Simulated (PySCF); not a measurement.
# Pb²⁺: ionisation energy

Pb²⁺ [Xe] 4f14 5d10 6s2 (1S) → Pb³⁺ [Xe] 4f14 5d10 6s1 (2S), as a difference of total energies. All numbers are calculated (PySCF 2.14, scalar relativity through the core potential, in aug-cc-pVQZ-PP with one added diffuse shell each of s, p, d, f, g type with ECP60MDF (8s8p6d4f3g, 117 functions)). Correlated levels: valence: 5s2 5p6 5d10 frozen. The calculations carry no spin-orbit coupling.

| method | ionisation energy (eV) | error (eV) |
| --- | --- | --- |
| UHF | 29.766 | -2.171 |
| LDA | 32.606 | +0.669 |
| PBE | 32.100 | +0.163 |
| PBE0 | 31.752 | -0.185 |
| r2SCAN | 31.844 | -0.093 |
| B2PLYP | 31.354 | -0.583 |
| BLYP | 32.138 | +0.201 |
| TPSSh | 31.726 | -0.211 |
| MP2 (valence) | 30.359 | -1.578 |
| SCS-MP2 (valence) | 30.477 | -1.460 |

Reference: 31.937 eV (measured; NIST Atomic Spectra Database, ionization energies).

Errors of the correlated levels include the incompleteness of this basis and the frozen core.

MP2 underrates the near-degeneracy of ns² with np² in the lower species.
